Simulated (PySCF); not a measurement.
Compound: C3H9BN2.
Cartesian coordinates in Å at the GFN2-xTB level; atoms count from 1:
```
atom  x, y, z in Å
C1     1.726   -0.251    0.429
C2     0.555    0.199   -0.447
C3    -0.500   -0.917   -0.634
N4    -1.699   -0.389   -0.020
B5    -1.521    0.918    0.454
N6    -0.194    1.273    0.171
H7     2.430    0.567    0.569
H8     1.358   -0.563    1.404
H9     2.251   -1.083   -0.036
H10    0.954    0.520   -1.422
H11   -0.662   -1.137   -1.698
H12   -0.178   -1.846   -0.145
H13   -2.512   -0.977   -0.018
H14   -2.322    1.582    0.976
H15    0.311    2.112    0.393
```

A PySCF run (density fitting, gas phase, GFN2-xTB geometry) gave HOMO -5.99 eV, LUMO 0.62 eV, dipole 1.29 D and E = -253.691 Eh.

Question: Which of these levels was it?
A. PBE0/aug-cc-pVDZ
B. wB97X/pcSseg-1
C. PBE0/def2-SVPD
D. PBE0/pcSseg-1

Answer: C. It is PBE0/def2-SVPD. All candidates on this geometry:

```tsv
level and settings	kind	basis functions	SCF cycles	E (Eh)	HOMO (eV)	LUMO (eV)	dipole (D)
PBE0/aug-cc-pVDZ, energy threshold 1e-11 Eh	global hybrid	219	11	-253.8852	-5.93	-0.09	1.27
PBE0/def2-SVPD	global hybrid	192	12	-253.6912	-5.99	0.62	1.29
PBE0/pcSseg-1	global hybrid	147	12	-253.8236	-5.90	1.42	1.35
wB97X/pcSseg-1, energy threshold 1e-11 Eh	range-separated hybrid	147	12	-254.0664	-8.28	3.52	1.32
```

The nearest other candidate, by the summed differences of HOMO and LUMO, is PBE0/aug-cc-pVDZ: its HOMO differs by +0.06 eV and its LUMO by -0.71 eV. Cycle counts include a coarse-grid stage where the run had one.
